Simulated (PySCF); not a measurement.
# Frontier levels across methods

CH5AlF3NS.
Numbering: `[NH3+:1][AlH2-:2][S:3][C:4]([F:5])([F:6])[F:7]` (hydrogens: H8, H9, H10 on N1; H11, H12 on Al2)

Geometry (PBE0-D3(BJ)/def2-SVP, Å), atoms numbered from 1 in this order:
```xyz
12
CH5AlF3NS angstrom
N      2.192    0.388   -0.237
Al     0.459   -0.718   -0.067
S     -0.775    1.156    0.371
C     -2.317    0.278    0.654
F     -2.769    0.418    1.896
F     -3.284    0.676   -0.165
F     -2.154   -1.053    0.449
H      2.372    0.919    0.618
H      2.144    1.057   -1.008
H      3.004   -0.209   -0.400
H      0.341   -1.310   -1.541
H      0.826   -1.632    1.184
```

Basis pcSseg-1 throughout (PySCF), one geometry. Geometry: PBE0-D3(BJ)/def2-SVP, one conformer, isolated molecule.

Problem. How do the orbital energies, the gap and the dipole change with the method?

Solution. 
```csv
method,kind,HOMO (eV),LUMO (eV),gap (eV),μ (D),SCF cycles
BLYP,GGA,-5.58,-1.41,4.17,6.86,13
B97-D,GGA,-5.75,-1.31,4.44,6.89,14
OPBE,GGA,-5.75,-1.19,4.56,6.75,14
KT2,GGA,-5.86,-1.57,4.29,6.86,15
BP86,GGA,-5.87,-1.39,4.48,6.88,13
LDA,LDA,-5.88,-1.61,4.26,7.02,13
B3LYP,global hybrid,-6.79,-0.91,5.89,7.09,12
CAM-B3LYP,range-separated hybrid,-8.37,0.28,8.65,7.20,12
```

The HOMO spans 2.79 eV, from BLYP down to CAM-B3LYP, and the gap runs from 4.17 eV (BLYP) to 8.65 eV (CAM-B3LYP). The dipole ranges from 6.75 D (OPBE) to 7.20 D (CAM-B3LYP). This basis has no diffuse functions.
